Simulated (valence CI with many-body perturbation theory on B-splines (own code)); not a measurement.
**Os III: key properties**

Calculated by valence CI with perturbative core correlation (CI+MBPT): six valence electrons over a frozen Dirac-Fock core [Xe] 4f14, a basis of 7 s, 7 p, 8 d, 6 f, 4 g, 1 h functions for each j, with the one-electron correlation potential Σ1, the two-electron term Σ2, the three-electron term Σ3, Breit, model QED; selected CI, second order for the rest, scaled by the run's own slope (own B-spline code, finite nucleus).

No measured levels were compared; by estimate terms of the open shell hold to 2 to 4 % of their energy, and close levels can change places; different configurations can be misplaced against each other by 1,000 to 8,000 cm⁻¹. Among the levels kept, up to 2700 cm⁻¹ of a level comes from second order outside the variational space, and about a tenth of that is noise between levels of different J, which matters for small intervals. Only levels of the ground parity were solved; by the run's estimate the other parity begins above the list, which can be wrong where configurations are misplaced.

Names give the largest LS component (configuration and term), which can be under half, so a name can repeat, a term be missing and a line seem to break the LS rules; names also repeat where a configuration has a term twice.

Rates and lifetimes use the calculated energies. Strong lines usually hold to 10 to 20 %, long lifetimes can be off by a factor of two.

Problem. What is the ground level?

Solution. 5d⁶ ⁵D_4, composition 82 % 5d⁶ ⁵D + 11 % 5d⁶ ³F + 2 % 5d⁵6s ⁵D, g = 1.464.

Problem. How well does LS coupling describe the low levels?

Solution. Among the lowest 20 levels the leading LS term, summed over configurations, holds 65 % on average. For single configurations the figures are 58 % in LS and 54 % in jj coupling. Terms mix most in the J = 4 level at 12831 cm⁻¹, where the leading one holds 26 %.

Problem. Name the longest-lived excited levels whose lifetime is computed, and their main decay.

Solution. 5d⁶ ⁵D_0 at 6316 cm⁻¹ lives 548 s, mostly by M1 to 5d⁶ ⁵D_1.

Problem. What is the ionisation energy?

Solution. 26.884 eV; NIST lists 25 ± 1.6 eV (theoretical).

Problem. What are the static dipole polarisabilities of the lowest levels?

Solution. 5d⁶ ⁵D_4 10.7 (tensor -0.48); 5d⁵6s ⁷S_3 16.2 (tensor -0.40); 5d⁶ ⁵D_2 10.8 (tensor 0.60); 5d⁶ ⁵D_3 13.2 (tensor 0.33) bohr³, of which the core gives 1.43.
